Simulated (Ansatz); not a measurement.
Born–Oppenheimer molecular dynamics of C2H9NSi (13 atoms, charge 0, multiplicity 1). It starts from a rough guess of a transition structure, not a stationary point.

Level of theory: Ansatz 0.2.0, UKS B3LYP/STO-3G.

```
ensemble                      : NVE (velocity Verlet)
time step                     : 0.5 fs
steps asked                   : 150
starting velocities drawn for : 300 K
seed                          : 253477
```

First frame:

```xyz
13
Properties=species:S:1:pos:R:3
Si -0.286 0.031 -0.678
N 0.778 1.342 0.606
C -1.536 0.410 0.633
H -0.448 1.119 1.138
H -0.204 0.627 -2.014
C 0.689 -1.595 -0.624
H 0.986 2.251 0.209
H 1.646 0.990 0.996
H -2.362 1.051 0.343
H -1.927 -0.421 1.210
H 0.860 -1.900 0.405
H 0.145 -2.396 -1.116
H 1.658 -1.509 -1.109
```

Question: How far do the bonds stretch over the last three quarters of this one trajectory? (Pairs bonded in most of those frames.)

Answer: 
```
  bond  mean (Å)  spread (Å)  shortest  longest
Si1–N2     1.812       0.107      1.62     1.99
Si1–C3     1.954       0.080      1.82     2.10
Si1–H5     1.457       0.020      1.42     1.49
Si1–C6     1.899       0.047      1.81     1.95
 N2–H7     1.062       0.036      0.99     1.12
 N2–H8     1.061       0.037      0.99     1.13
 C3–H4     1.128       0.087      0.97     1.27
 C3–H9     1.112       0.059      1.01     1.22
C3–H10     1.111       0.052      1.02     1.20
C6–H11     1.099       0.006      1.08     1.11
C6–H12     1.099       0.005      1.09     1.11
C6–H13     1.100       0.031      1.05     1.15
```

Mean temperature of the second half: 1063 K. The conserved energy stayed within 1.1 meV per atom of its start (net change -0.35 meV per atom), so the integration is sound. The kinetic energy rose, since the run started high on the potential surface and went downhill. A run of 0.075 ps of so small a system gives no equilibrium averages. The orbitals were unrestricted but ended closed-shell. Limits of this set-up: minimal basis.

The run took 3.7 min on 1 thread of Intel(R) Xeon(R) Platinum 8559C (Emerald Rapids), on a shared host, peak memory 0.14 GiB.
